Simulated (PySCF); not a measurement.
Simulation results for C2H6BGe, CH5BGeN, CH3BClGe

Calculation on a computer-drawn molecule: the log of a Hartree-Fock and frozen-core CCSD(T) single point meant for a local Hartree-Fock minimum, with one planted fault or none, to be diagnosed. Offsets are logged minus clean, where the clean run is the same molecule without the fault. The reference is restricted for singlets and unrestricted otherwise, and also for a bond in bohr or an excited solution. Adding or removing an electron swaps singlet and doublet. The excited solution moves the top pair (singlet) or top alpha electron (doublet) to the lowest empty orbital. Highest occupied and lowest empty are orbital energies over both spins, largest force is the largest gradient component, triples share is (T) over the correlation energy, the T1 limit is 0.02 restricted and 0.045 unrestricted, electrons count all cores, a negative frequency is imaginary (commonest isotopes), and the dipole is about the centre of nuclear charge; on germanium a core potential holds 10 electrons, which the energies leave out, and 3d is frozen in MP2 and coupled-cluster steps. Program: PySCF 2.14.0.

Common to all runs: meant basis and core potential on germanium cc-pVDZ-PP ECP10MDF; logged SCF converged yes; logged CC converged yes; logged SCF stable within its kind yes; possible faults no fault, one electron removed, one electron added, multiplicity raised by two, geometry at a saddle point, SCF held on an excited solution, minimal basis STO-3G, one bond length entered in bohr, all coordinates scaled.

```yaml
- entry: 1
  formula: C2H6BGe
  logged_structure:
    atoms_angstrom:
      - [C, -0.4091, 1.2433, -0.5208]
      - [B, -1.4747, 0.4026, -0.8048]
      - [C, -2.6015, -0.5708, -1.1523]
      - [Ge, -1.8193, -2.1142, -2.1507]
      - [H, -0.5356, 2.1742, 0.0216]
      - [H, 0.6048, 1.0096, -0.8282]
      - [H, -3.085, -0.9888, -0.2672]
      - [H, -3.3538, -0.1281, -1.8079]
      - [H, -0.7989, -2.8679, -1.2876]
      - [H, -1.1787, -1.6514, -3.4659]
  given:
    meant_charge: 0
    meant_multiplicity: 2
    meant_basis: cc-pVDZ
    logged_electrons: 55
    logged_basis_functions: 95
    logged_spin_squared: 0.7547
    "logged_highest_occupied [eV]": -8.3913
    "logged_lowest_empty [eV]": 0.71907
    "logged_largest_force [hartree/bohr]": 2.9512e-05
    "logged_lowest_frequency [cm^-1]": 97.62
    logged_T1_diagnostic: 0.013596
    logged_D1_diagnostic: 0.043474
    logged_triples_share: 0.032935
    "logged_dipole_magnitude [debye]": 2.0627
    "logged_energy_HF [hartree]": -397.21487
    "logged_energy_CCSD(T) [hartree]": -397.71545
    drawn_bonds_atom: [1, 2, 3, 1, 1, 3, 3, 4, 4]
    drawn_bonds_other_atom: [2, 3, 4, 5, 6, 7, 8, 9, 10]
    drawn_bonds_order: [2, 1, 1, 1, 1, 1, 1, 1, 1]
  results:
    planted_fault: "no fault"
    "HF_energy_offset_from_clean_run [kcal/mol]": 0.0
    "CCSD(T)_energy_offset_from_clean_run [kcal/mol]": 0.0
- entry: 2
  formula: CH5BGeN
  logged_structure:
    atoms_angstrom:
      - [C, -0.5201, -1.6099, -1.6298]
      - [B, 0.0823, -1.2485, -0.4367]
      - [Ge, 0.9259, -0.7816, 1.2985]
      - ["N", 1.8005, 0.7029, 1.5009]
      - [H, -0.4825, -0.9826, -2.5159]
      - [H, -1.0632, -2.5451, -1.7372]
      - [H, 0.8716, -1.6513, 2.5273]
      - [H, 1.9263, 1.3877, 0.7769]
      - [H, 2.2344, 0.9574, 2.3711]
  given:
    meant_charge: 1
    meant_multiplicity: 1
    meant_basis: cc-pVDZ
    logged_electrons: 55
    logged_basis_functions: 90
    logged_spin_squared: 0.8695
    "logged_highest_occupied [eV]": -6.0733
    "logged_lowest_empty [eV]": 1.6965
    "logged_largest_force [hartree/bohr]": 0.045316
    logged_T1_diagnostic: 0.025875
    logged_D1_diagnostic: 0.1073
    logged_triples_share: 0.031217
    "logged_dipole_magnitude [debye]": 1.84
    "logged_energy_HF [hartree]": -413.18715
    "logged_energy_CCSD(T) [hartree]": -413.70384
    drawn_bonds_atom: [1, 2, 3, 1, 1, 3, 4, 4]
    drawn_bonds_other_atom: [2, 3, 4, 5, 6, 7, 8, 9]
    drawn_bonds_order: [2, 1, 1, 1, 1, 1, 1, 1]
  results:
    planted_fault: "one electron added"
    "HF_energy_offset_from_clean_run [kcal/mol]": -122.9
    "CCSD(T)_energy_offset_from_clean_run [kcal/mol]": -124.5
- entry: 3
  formula: CH3BClGe
  logged_structure:
    atoms_angstrom:
      - [C, 1.0895, -0.6572, -0.1684]
      - [B, 0.999, 0.473, 0.3904]
      - [Ge, 0.6684, 2.0412, 1.289]
      - [Cl, 2.0822, 2.5032, 2.5947]
      - [H, 0.5279, -1.4208, 0.1064]
      - [H, 1.7265, -0.8333, -0.9008]
      - [H, 0.4718, 3.1804, 0.5234]
  given:
    meant_charge: 0
    meant_multiplicity: 2
    meant_basis: "cc-pV(D+d)Z"
    logged_electrons: 63
    logged_basis_functions: 89
    logged_spin_squared: 0.7649
    "logged_highest_occupied [eV]": -8.9694
    "logged_lowest_empty [eV]": 0.32099
    "logged_largest_force [hartree/bohr]": 0.085875
    logged_T1_diagnostic: 0.015958
    logged_D1_diagnostic: 0.061273
    logged_triples_share: 0.029658
    "logged_dipole_magnitude [debye]": 1.2669
    "logged_energy_HF [hartree]": -817.06963
    "logged_energy_CCSD(T) [hartree]": -817.54001
    drawn_bonds_atom: [1, 2, 3, 1, 1, 3]
    drawn_bonds_other_atom: [2, 3, 4, 5, 6, 7]
    drawn_bonds_order: [2, 1, 1, 1, 1, 1]
  results:
    planted_fault: "all coordinates scaled, by -9.1 %"
    "HF_energy_offset_from_clean_run [kcal/mol]": 44.88
    "CCSD(T)_energy_offset_from_clean_run [kcal/mol]": 51.11
- entry: 4
  formula: CH3BClGe
  logged_structure:
    atoms_angstrom:
      - [C, 1.1986, -0.723, -0.1852]
      - [B, 1.099, 0.5204, 0.4295]
      - [Ge, 0.7354, 2.2455, 1.418]
      - [Cl, 2.2906, 2.7538, 2.8544]
      - [H, 0.5807, -1.563, 0.1171]
      - [H, 1.8993, -0.9167, -0.991]
      - [H, 0.519, 3.4987, 0.5758]
  given:
    meant_charge: 0
    meant_multiplicity: 2
    meant_basis: "cc-pV(D+d)Z"
    logged_electrons: 63
    logged_basis_functions: 89
    logged_spin_squared: 0.8216
    "logged_highest_occupied [eV]": -9.0568
    "logged_lowest_empty [eV]": -0.021649
    "logged_largest_force [hartree/bohr]": 2.6451e-05
    "logged_lowest_frequency [cm^-1]": 93.761
    logged_T1_diagnostic: 0.025513
    logged_D1_diagnostic: 0.090737
    logged_triples_share: 0.032706
    "logged_dipole_magnitude [debye]": 2.1613
    "logged_energy_HF [hartree]": -817.14115
    "logged_energy_CCSD(T) [hartree]": -817.62147
    drawn_bonds_atom: [1, 2, 3, 1, 1, 3]
    drawn_bonds_other_atom: [2, 3, 4, 5, 6, 7]
    drawn_bonds_order: [2, 1, 1, 1, 1, 1]
  results:
    planted_fault: "no fault"
    "HF_energy_offset_from_clean_run [kcal/mol]": 0.0
    "CCSD(T)_energy_offset_from_clean_run [kcal/mol]": 0.0
- entry: 5
  formula: CH3BClGe
  logged_structure:
    atoms_angstrom:
      - [C, 1.1986, -0.723, -0.1852]
      - [B, 1.099, 0.5204, 0.4295]
      - [Ge, 0.7354, 2.2455, 1.418]
      - [Cl, 2.2906, 2.7538, 2.8544]
      - [H, 0.5807, -1.563, 0.1171]
      - [H, 1.8993, -0.9167, -0.991]
      - [H, 0.519, 3.4987, 0.5758]
  given:
    meant_charge: 0
    meant_multiplicity: 2
    meant_basis: "cc-pV(D+d)Z"
    logged_electrons: 62
    logged_basis_functions: 89
    logged_spin_squared: 0.0
    "logged_highest_occupied [eV]": -14.141
    "logged_lowest_empty [eV]": -7.5569
    "logged_largest_force [hartree/bohr]": 0.066367
    logged_T1_diagnostic: 0.024154
    logged_D1_diagnostic: 0.087575
    logged_triples_share: 0.037478
    "logged_dipole_magnitude [debye]": 3.6423
    "logged_energy_HF [hartree]": -816.82772
    "logged_energy_CCSD(T) [hartree]": -817.31035
    drawn_bonds_atom: [1, 2, 3, 1, 1, 3]
    drawn_bonds_other_atom: [2, 3, 4, 5, 6, 7]
    drawn_bonds_order: [2, 1, 1, 1, 1, 1]
  results:
    planted_fault: "one electron removed"
    "HF_energy_offset_from_clean_run [kcal/mol]": 196.7
    "CCSD(T)_energy_offset_from_clean_run [kcal/mol]": 195.2
  notes: ["T1 above single-reference limit"]
```
